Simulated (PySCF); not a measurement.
**Polarisability and C₆ of Co⁺ (cobalt, charge +1)**

[Ar] 3d8, high-spin 3F determinant. Computed with PySCF 2.14 in x2c-TZVPPall with one added diffuse shell each of s, p, d, f type (7s6p5d3f1g, 80 functions), with scalar relativity by spin-free X2C-1e. Coupled (time-dependent) response in atomic units; α is the mean over directions.

| method | mean α (bohr³) | C₆ (like pair) | S(−4) |
| --- | --- | --- | --- |
| wB97X | 9.287 | 33.20 | 82.17 |
| r2SCANh | 9.272 | 33.00 | 85.78 |

S(−4) is the Cauchy moment in α(ω) = α(0) + S(−4) ω² + …

α(iu) at r2SCANh:

```json
{"u (hartree)": "0", "α(iu) (bohr³)": "9.272"}
{"u (hartree)": "0.0500", "α(iu) (bohr³)": "9.066"}
{"u (hartree)": "0.100", "α(iu) (bohr³)": "8.528"}
{"u (hartree)": "0.200", "α(iu) (bohr³)": "7.121"}
{"u (hartree)": "0.300", "α(iu) (bohr³)": "5.908"}
{"u (hartree)": "0.500", "α(iu) (bohr³)": "4.358"}
{"u (hartree)": "0.750", "α(iu) (bohr³)": "3.261"}
{"u (hartree)": "1.00", "α(iu) (bohr³)": "2.562"}
{"u (hartree)": "1.50", "α(iu) (bohr³)": "1.723"}
{"u (hartree)": "2.00", "α(iu) (bohr³)": "1.257"}
{"u (hartree)": "3.00", "α(iu) (bohr³)": "0.7733"}
{"u (hartree)": "5.00", "α(iu) (bohr³)": "0.3850"}
```

A single London oscillator, α(iu) = α/(1 + u²/ω²), gives C₆ = (3/4) ω α². Matching the computed C₆ needs ω = 4 × 33.00 / (3 × 9.272²) = 0.512 hartree.

For an ion, C₆ is the dispersion term alone; charge-induced terms of lower order in 1/R come first.
